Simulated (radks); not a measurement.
Question: Species: Bi+. Configuration: [Hg] 6p2. All-electron calculation, Dirac Kohn-Sham, exchange-only PBE, spin-unpolarised, spherical densities, finite nucleus; open shells are shared between the two j in proportion to 2j + 1; Fermi nuclear charge, rms radius 5.5211 fm. Program: a radial shooting solver on a logarithmic mesh with Libxc functionals. Some entries of the table are withheld. Estimate them.

orbital,occ.,eigenvalue (eV),<1/r> (bohr^-1)
1s1/2,2,-90459.84,103.2
2s1/2,2,-16245.68,25.57
2p1/2,2,-15616.60,25.54
2p3/2,4,-13297.07,20.24
3s1/2,2,-3926.027,9.374
3p1/2,2,-3640.005,(1)
3p3/2,4,-3120.686,(2)
3d3/2,4,-2649.190,7.803
3d5/2,6,-2539.065,7.497
4s1/2,2,-906.0252,3.987
4p1/2,2,-781.3360,3.878
4p3/2,4,-653.3397,3.398
4d3/2,4,-449.8561,(3)
4d5/2,6,-425.9634,(4)
5s1/2,2,-164.0030,1.669
4f5/2,6,-161.8834,2.766
4f7/2,8,-156.3933,2.725
5p1/2,2,(5),1.548
5p3/2,4,(6),1.371
5d3/2,4,-35.6710,1.089
5d5/2,6,-32.6700,1.048
6s1/2,2,-21.0480,0.6033
6p1/2,0.666667,-12.2727,0.4885
6p3/2,1.33333,-10.0566,0.4254

Answer: 
(1) 3p1/2 <1/r> (bohr^-1): 9.289
(2) 3p3/2 <1/r> (bohr^-1): 7.903
(3) 4d3/2 <1/r> (bohr^-1): 3.204
(4) 4d5/2 <1/r> (bohr^-1): 3.096
(5) 5p1/2 eigenvalue (eV): -120.7248
(6) 5p3/2 eigenvalue (eV): -96.0608
